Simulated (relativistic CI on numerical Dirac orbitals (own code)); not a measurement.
What each ingredient does to the levels of Hf7+

Base calculation: Dirac-Coulomb-Breit CI, separate exchange-only KLI orbitals for each configuration, model QED, unscaled Slater integrals.

Configurations in the expansion (outside the closed core [Kr] 4d10): 4f13.5s2.5p4, 4f12.5s2.5p5, 4f14.5s2.5p3, 4f13.5s.5p5, 4f13.5s2.5p3.5d, 4f12.5s.5p6, 4f14.5s2.5p2.5d, 4f14.5s.5p4, 4f11.5s2.5p5.6s, 4f14.5s2.5p2.6s, 4f12.5s2.5p4.6s, 4f14.5p5, 4f11.5s2.5p6, 4f10.5s2.5p6.6s, 4f13.5p6, 4f12.5p6.6s, 4f14.5s2.5p2.6p, 4f14.5s2.5p.5d.6p. Double excitations out of closed p, d and f shells are left out; levels of such configurations are missing from the list, as are those of other unlisted configurations, and high levels can miss mixing partners.

Variants: (1) Breit term removed. Shifts of the energy above 4f11.5s2.5p6 4I°_15/2, in cm⁻¹, for the lowest level and the first level of each name with at least 55 % of one term (blank where a level changes its place among those of its configuration and J or its character, or is not in the variant):

```
                Level     Base     Δ(1)
4f11.5s2.5p6 4I°_15/2      0.0      0.0
4f11.5s2.5p6 4I°_13/2  11661.4   +466.5
4f11.5s2.5p6 4I°_11/2  17230.4   +252.6
4f12.5s2.5p5 4H°_13/2  20263.9  +2123.0
4f12.5s2.5p5 4I°_15/2  22599.4  +2141.2
 4f11.5s2.5p6 4S°_3/2  30877.6   -612.4
 4f11.5s2.5p6 4F°_5/2  37970.6    -81.2
4f12.5s2.5p5 4I°_13/2  40162.2  +2671.2
 4f12.5s2.5p5 4D°_1/2  43242.7  +1915.9
4f11.5s2.5p6 2K°_15/2  43370.7   +571.9
4f11.5s2.5p6 4G°_11/2  44523.4   +481.6
 4f11.5s2.5p6 4G°_9/2  47758.0   -413.7
4f11.5s2.5p6 2K°_13/2  52524.5   +848.4
 4f11.5s2.5p6 2P°_1/2  54602.5     -2.6
 4f11.5s2.5p6 4G°_5/2  57141.2   +429.6
 4f11.5s2.5p6 4G°_7/2  57755.8         
4f11.5s2.5p6 2I°_11/2  65938.8   +366.1
 4f11.5s2.5p6 4D°_7/2  66275.1   +122.0
4f12.5s2.5p5 2I°_13/2  66558.9  +2502.4
4f11.5s2.5p6 2L°_17/2  66641.7   +928.7
4f11.5s2.5p6 2I°_13/2  71120.4  +1339.4
```

At this charge configurations can still be misplaced by up to about 7 % of their energy. Terms inside the open d or f shell come out 10 to 20 % too wide with unscaled integrals. Levels and lines within the n = 5 or 6 shells can be off by up to 10 % or somewhat more, and those that change n by about 2 %, since core polarisation is missing. Levels that differ in their count of f electrons can be misplaced by several ten thousand cm⁻¹, since the correlation energy of f electrons is missing or only estimated; rates across such gaps can be off by orders of magnitude. The computed lowest level isn't the tabulated ground level, which NIST ASD gives as 4f13 5p4 °.

Ionisation energy from the two ground configurations alone: base 132.66 eV; Breit term removed 132.777 eV. The NIST ASD value (theoretical) is 137 eV. The gap of more than 2 % comes from missing correlation, or from a tabulated value that is itself an estimate.

LS names give the leading component of a level, which can be under half, so a name can repeat, a term be missing and a line seem to break the LS rules.
